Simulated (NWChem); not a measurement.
System: BeSi$_{2}$H$_{6}$; SMILES [SiH3][Be][SiH3]

The following NWChem deck was run.

```
start job
memory heap 200 mb stack 900 mb global 1100 mb
geometry units angstroms noautoz
  Be     0.001066     0.000002     0.000027
  Si     0.000206     2.190094     0.000050
  H      0.222189     2.761013    -1.363786
  H      1.069853     2.761429     0.874536
  H     -1.292397     2.760121     0.489461
  Si     0.000150    -2.190089     0.000072
  H     -1.004190    -2.760299    -0.949359
  H     -0.320432    -2.760618     1.344322
  H      1.324078    -2.761653    -0.394691
end
basis spherical
  Be library def2-tzvp
  Si library def2-tzvp
  H library def2-tzvp
end
dft
  xc hfexch
  iterations 150
  mulliken
end
task dft energy
```

Structure relaxed at the B3LYP/6-31G* (spherical d) level.

Question: What results follow from this input? (Hartree-Fock/def2-TZVP.) Quantities: energy (Ha); highest occupied level (eV); orbital gap (eV).

Answer: 
```yaml
energy (Ha): -595.99
highest occupied level (eV): -9.98
orbital gap (eV): 11.03
```
